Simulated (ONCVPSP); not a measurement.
**What one change does to a pseudopotential (In (Z = 49), ONCV)**

* Element: In (Z = 49)
* Generator: ONCVPSP 4.0.1
* Type: optimised norm-conserving Vanderbilt (ONCV)
* Functional: BLYP
* Relativity: scalar-relativistic
* Frozen core: [Kr] 4d10
* Valence charge: 3
* Reference configuration: 5s1 5p2
* Partial waves: 5s: rc 2.15 bohr, ncon 4, nbas 7, qcut 2.5 1/bohr, 2 projectors, debl 0.4 Ha; 5p: rc 2.00 bohr, ncon 5, nbas 8, qcut 4.6 1/bohr, 2 projectors, debl 2 Ha
* Local potential: polynomial inside 1.75 bohr (lpopt 5, dvloc0 0 Ha)
* Core correction: polynomial model core, fcfact 0.45

All-electron outer shells of the reference configuration (BLYP, scalar-relativistic, ld1.x):

```csv
shell,level (eV),outermost node (bohr),outermost maximum (bohr)
4p,-79.54,0.42,0.82
4d,-20.01,0.40,0.94
5s,-9.15,1.02,2.13
5p,-3.12,1.14,2.74
```

Change: functional revPBE.

Cutoffs: the cutoffs (Ha) at which the residual kinetic energy of the hardest occupied pseudo-wave falls to 1 and 0.1 mHa per electron; they do not see the model core or the augmentation charge, which bear on the density cutoff. Errors are all-electron minus pseudo energies relative to the spin-unpolarised reference configuration.

**Question.** What does the change do?

**Answer.** The potential gets neither clearly harder nor softer (33 Ha and 46 Ha → 33 Ha and 46 Ha); both files keep a bound ghost (p); of the 4 tests that both files solve, the error grows in 4 and shrinks in 0 by more than 15 % and 0.3 meV (median size 11.5 → 17.5 meV).

| quantity | base | changed |
| --- | --- | --- |
| cutoff, loose | 33 Ha | 33 Ha |
| cutoff, tight | 46 Ha | 46 Ha |
| loose cutoff by channel | s 19 Ha, p 33 Ha | s 18 Ha, p 33 Ha |
| bound ghosts | p | p |
| GHOST(+) flags under 300 eV | s at 31.4 eV | s at 30.4 eV |
| error for 5s2 5p1, meV [ΔE -5.87 → -5.82 eV] | -11 | -21 |
| error for 5s2 5p0, meV [ΔE -0.51 → -0.54 eV] | -0.3 | -6.4 |
| error for 5s1 5p0, meV [ΔE 18.81 → 18.54 eV] | -80 | -106 |
| error for 5s1 5p1, meV [ΔE 6.07 → 6.04 eV] | -12 | -14 |
| s: phases at 2.19 bohr within 0.05 rad from the reference energy up to (Ha; the scan ends near 5) | 1.1 | 1.1 |
| p: phases at 2.04 bohr within 0.05 rad from the reference energy up to (Ha; the scan ends near 5) | to the end of the scan | to the end of the scan |
| rms error of d²Exc/dni dnj with the model core, mHa | 1.78 | 0.12 |

 A true bound ghost makes a file unfit for plane-wave use even where its test errors are small: the radial tests pick states by their node count and pass the ghost by.
